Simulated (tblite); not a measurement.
Task: Give a GFN2-xTB geometry of `[CH2]CCO[SiH2]N` [radical]. (Doublet state.)

Result: 
Z-matrix in Å and degrees, rows numbered from 1:
```
C 
C   1  1.4674
C   2  1.5470  1  112.30
O   3  1.3854  2  112.83  1    70.39
Si  4  1.6208  3  130.65  2   -58.25
N   5  1.7278  4  111.02  3   -53.61
H   1  1.0742  2  119.58  3    58.20
H   1  1.0711  2  121.78  3  -127.87
H   2  1.0906  1  110.86  3   121.36
H   2  1.0995  1  110.80  3  -118.13
H   3  1.0961  2  109.23  1  -170.85
H   3  1.0976  2  109.12  1   -52.27
H   5  1.4713  4  110.47  3    73.69
H   5  1.4550  4  100.20  3  -167.03
H   6  1.0081  5  118.84  4    53.99
H   6  1.0063  5  118.02  4  -169.81
```

The C–C distances run from 1.467 Å (C1–C2, drawn single) to 1.547 Å (C2–C3, drawn single), a spread of 0.080 Å. N6 (nitrogen bonded to Si and 2 H) is pyramidal (angles 118.8°, 118.0° and 109.4°, sum 346.2°, 0.26 Å off the plane of its three neighbours). C1 (carbon bonded to C and 2 H) is planar (angles 121.8°, 119.6° and 118.4°, sum 359.7°, 0.04 Å off the plane of its three neighbours). Of the pairs four or more bonds apart, C1···Si5 is among the closest relative to their van der Waals radii: 3.20 Å, 84 % of the sum of Bondi's values.

The geometry is computed with GFN2-xTB (gas phase). This method treats the open shell by occupation alone, without spin polarisation.

Point group: C1 (no symmetry element, even within 0.4 Å). Its GFN2-xTB frequencies are all real (lowest 50 cm⁻¹). Torsions: H–C1–C2–C3 58° and -128°, C1–C2–C3–O4 70°, C2–C3–O4–Si5 -58°, C3–O4–Si5–N6 -54°, O4–Si5–N6–H 54° and -170°.

One conformer stands for the species.
